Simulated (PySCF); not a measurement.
Cl$_{2}$Pb (SMILES [Cl][Pb][Cl]), singlet, at a GFN2-xTB geometry (such geometries of metal compounds can be far from the true shape) (core potentials on Pb); PBE/def2-SV(P) in PySCF.

The PySCF input:
```python
from pyscf import gto, scf, dft

mol = gto.Mole()
mol.atom = '''
    Pb    0.007651   -0.011172    0.463444
    Cl    1.261912    1.446514   -1.104634
    Cl   -1.298818   -1.392625   -1.130800
'''
mol.basis = 'def2-sv(p)'
mol.ecp = {'Pb': 'def2-sv(p)'}
mol.charge = 0
mol.spin = 0
mol.verbose = 4
mol.build()

mf = dft.RKS(mol)
mf.xc = 'pbe'
mf.kernel()
```

It wrote (shortened):

```
PySCF version 2.14.0

[INPUT] verbose = 4
[INPUT] num. atoms = 3
[INPUT] num. electrons = 56
[INPUT] charge = 0
[INPUT] spin (= nelec alpha-beta = 2S) = 0
[INPUT] symmetry False subgroup None
[INPUT] Mole.unit = angstrom
[INPUT] Symbol           X                Y                Z      unit          X                Y                Z       unit  Magmom
[INPUT]  1 Pb     0.007651000000  -0.011172000000   0.463444000000 AA    0.014458294579  -0.021112020264   0.875782234073 Bohr   0.0
[INPUT]  2 Cl     1.261912000000   1.446514000000  -1.104634000000 AA    2.384668073302   2.733515295349  -2.087455727883 Bohr   0.0
[INPUT]  3 Cl    -1.298818000000  -1.392625000000  -1.130800000000 AA   -2.454410305655  -2.631679844222  -2.136902301658 Bohr   0.0

nuclear repulsion = 199.521099190258
number of shells = 26
number of NR pGTOs = 133
number of NR cGTOs = 62
basis = def2-sv(p)
ecp = {'Pb': 'def2-sv(p)'}

******** <class 'pyscf.dft.rks.RKS'> ********
method = RKS
initial guess = minao
damping factor = 0
level_shift factor = 0
DIIS = <class 'pyscf.scf.diis.CDIIS'>
diis_start_cycle = 1
diis_space = 8
diis_damp = 0
SCF conv_tol = 1e-09
SCF conv_tol_grad = None
SCF max_cycles = 50
direct_scf = True
direct_scf_tol = 1e-13
XC library pyscf.dft.libxc version 7.1.2
    S. Lehtola, C. Steigemann, M. J. T. Oliveira, and M. A. L. Marques,  SoftwareX 7, 1–5 (2018)
XC functionals = pbe
    J. P. Perdew, K. Burke, and M. Ernzerhof,  Phys. Rev. Lett. 77, 3865 (1996)
    J. P. Perdew, K. Burke, and M. Ernzerhof,  Phys. Rev. Lett. 78, 1396 (1997)
    J. P. Perdew, K. Burke, and M. Ernzerhof,  Phys. Rev. Lett. 77, 3865 (1996)
    J. P. Perdew, K. Burke, and M. Ernzerhof,  Phys. Rev. Lett. 78, 1396 (1997)
radial grids:
    Treutler-Ahlrichs [JCP 102, 346 (1995); DOI:10.1063/1.469408] (M4) radial grids

becke partition: Becke, JCP 88, 2547 (1988); DOI:10.1063/1.454033
pruning grids: <function nwchem_prune>
grids dens level: 3
symmetrized grids: False
atomic radii adjust function: <function treutler_atomic_radii_adjust>
small_rho_cutoff = 0
Set gradient conv threshold to 3.16228e-05
Initial guess from minao.
tot grids = 60992
init E= -1089.04421040014
  HOMO = -0.632811258025654  LUMO = -0.612584134736813  gap/eV = 0.55041
cycle= 1 E= -1110.53264364875  delta_E= -21.5  |g|= 2.58  |ddm|= 13.6
  HOMO = 0.137135126655087  LUMO = 0.151498970295112  gap/eV = 0.39086
cycle= 2 E= -1105.49635843363  delta_E= 5.04  |g|= 6.02  |ddm|= 9.61
  HOMO = -0.18297884533775  LUMO = 0.0184478851951565  gap/eV = 5.48110
cycle= 3 E= -1112.25273050121  delta_E= -6.76  |g|= 1.15  |ddm|= 6.09
  HOMO = -0.200686158635557  LUMO = -0.112586918630043  gap/eV = 2.39730
cycle= 4 E= -1112.66026754364  delta_E= -0.408  |g|= 0.534  |ddm|= 2.32
  HOMO = -0.259236660970818  LUMO = -0.136113869330885  gap/eV = 3.35034
cycle= 5 E= -1112.74444122059  delta_E= -0.0842  |g|= 0.0881  |ddm|= 0.826
  HOMO = -0.244936912626317  LUMO = -0.133749138732625  gap/eV = 3.02557
cycle= 6 E= -1112.74635703283  delta_E= -0.00192  |g|= 0.0492  |ddm|= 0.216
  HOMO = -0.248314227123736  LUMO = -0.133934621738511  gap/eV = 3.11243
cycle= 7 E= -1112.74723565005  delta_E= -0.000879  |g|= 0.00604  |ddm|= 0.068
  HOMO = -0.248470450787327  LUMO = -0.133464106836563  gap/eV = 3.12948
cycle= 8 E= -1112.74725147376  delta_E= -1.58e-05  |g|= 0.000689  |ddm|= 0.0103
  HOMO = -0.24848138126715  LUMO = -0.133457197316055  gap/eV = 3.12997
cycle= 9 E= -1112.74725158866  delta_E= -1.15e-07  |g|= 0.000247  |ddm|= 0.00103
  HOMO = -0.248485124836143  LUMO = -0.133468213690804  gap/eV = 3.12977
cycle= 10 E= -1112.74725159874  delta_E= -1.01e-08  |g|= 0.000181  |ddm|= 0.000574
  HOMO = -0.248485806823578  LUMO = -0.133472441088244  gap/eV = 3.12967
cycle= 11 E= -1112.74725161136  delta_E= -1.26e-08  |g|= 1.65e-05  |ddm|= 0.000289
  HOMO = -0.248486251232476  LUMO = -0.133472507837922  gap/eV = 3.12968
cycle= 12 E= -1112.74725161147  delta_E= -1.15e-10  |g|= 1.98e-06  |ddm|= 3.29e-05
  HOMO = -0.24848648011072  LUMO = -0.13347233192318  gap/eV = 3.12969
Extra cycle  E= -1112.74725161147  delta_E= 7.73e-12  |g|= 2.8e-06  |ddm|= 7.04e-06
converged SCF energy = -1112.74725161147
```
